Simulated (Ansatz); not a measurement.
`[CH3][SbH][SiH3]` → H• + `[CH3][Sb][SiH3]`• at 400 K and 1 bar (homolysis of the H–Sb bond).

Program: Ansatz. Geometries: PBE0-D4/def2-TZVP. ΔE: electronic, gas phase. CCSD(T)/CBS is the MP2 limit (def2-TZVPP, def2-QZVPP) plus CCSD(T) − MP2 in def2-TZVPP, frozen cores. This one scheme is used for every species, atoms too. Open shells (•) are unrestricted, without spin–orbit coupling. def2 core potentials past Kr. For Sb outer-core shells are correlated without core-valence functions, so the limit isn't a true one: a few kJ/mol of doubt a bond, and 10 to 20 or more in all where bonds break to atoms.

```tsv
species	CCSD(T)/CBS energy (Eh)	H − E (kJ/mol)	S (J/(mol·K))
`[CH3][SbH][SiH3]`	-571.34920	209.8	381.1
H•	-0.50000	8.3	120.8
`[CH3][Sb][SiH3]`•	-570.73571	188.2	381.8
```

H − E and S are ideal-gas, rigid-rotor, harmonic terms from PBE0-D4/def2-TZVP, for one conformer and one mirror image of each species, with the whole ground term of open shells counted as degenerate. 1 Eh = 2625.50 kJ/mol, R = 8.31446 J/(mol·K).

**Question.** By hand: ΔE, ΔH, ΔS and ΔG.

**Answer.** ΔE = (-0.50000) + (-570.73571) − (-571.34920) = 0.11349 Eh = 298.0 kJ/mol. Δ(H − E) = 8.3 + 188.2 − 209.8 = -13.3, so ΔH = 284.7 kJ/mol. ΔS = 120.8 + 381.8 − 381.1 = 121.5 J/(mol·K). ΔG = 284.7 − 400 × (121.5)/1000 = 236.1 kJ/mol.

**Question.** By hand: the equilibrium constant, and the temperature at which ΔG would vanish if ΔH and ΔS stayed fixed.

**Answer.** log₁₀ K = −ΔG/(RT ln 10) = -30.8. ΔG = 0 at ΔH/ΔS = 2343 K.

The number of gas molecules changes by +1, which sets the sign of ΔS. A doubt of 5 kJ/mol in ΔE shifts log₁₀ K by 0.7 here. Other conformers and mirror images would add mixing entropy, several J/(mol·K) or more a flexible species. These are equilibria of isolated gas molecules and say nothing of rates. Largest T1 diagnostic: 0.013 (customary marks: 0.02 for closed shells, 0.045 for open ones).
